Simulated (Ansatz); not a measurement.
BBr2 (SMILES Br[B]Br) moved off its minimum; all values from Ansatz (an electronic-structure program), cores frozen in correlated methods. Open shells are unrestricted.
(charge 0, multiplicity 2)
```xyz
3

Br    -1.7037    -0.1413     0.0698
B     -0.0138     0.8677    -0.0601
Br     1.6790     0.1417    -0.1365
```

Question: Give the forces (eV/Å), the total energy and the dipole at CCSD(T)/aug-cc-pVTZ.

Answer: 
```tsv
atom	Fx	Fy	Fz
Br1	1.010	0.595	-0.077
B2	-1.799	-0.249	0.113
Br3	0.790	-0.346	-0.035
```
Energy -5170.0728 hartree, dipole 0.74 D.
